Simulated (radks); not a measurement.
Values are calculated unless marked as measured or tabulated.
Initial-state core-level shifts of the indium ion In3+ when its valence configuration changes from [Kr] 4d10. Level of theory: scalar-relativistic Kohn-Sham, SCAN, spin-polarised, spherical densities, finite nucleus; open shells are filled with parallel spins first (spin-orbit coupling, left out, can overturn this in heavy ions); meta-GGA in the generalised Kohn-Sham scheme; Fermi nuclear charge, rms radius 4.6156 fm (a radial shooting solver on a logarithmic mesh with Libxc functionals). Shifts are changes of the shell-averaged eigenvalues in eV (positive: less bound); the change of the density at the nucleus, which sets a Mossbauer isomer shift, is in e/bohr^3, on a base of 1.794e+05.

valence,1s,2s,2p,3s,density at nucleus
4d9 5p1,-8.217,-8.588,-8.566,-8.357,+7.40
4d8 5p2,-16.457,-17.268,-17.222,-16.739,+15.88
4d8 5s1 5p1,-15.148,-15.981,-15.941,-15.427,+67.49
4d9 5s1,-6.861,-7.268,-7.251,-7.007,+55.49
4d8.5 5s1 5p0.5,-10.996,-11.610,-11.582,-11.210,+61.54
4d9.5 5p0.5,-4.113,-4.292,-4.281,-4.184,+3.57
4d9 5s0.5 5p0.5,-7.536,-7.926,-7.906,-7.680,+30.96
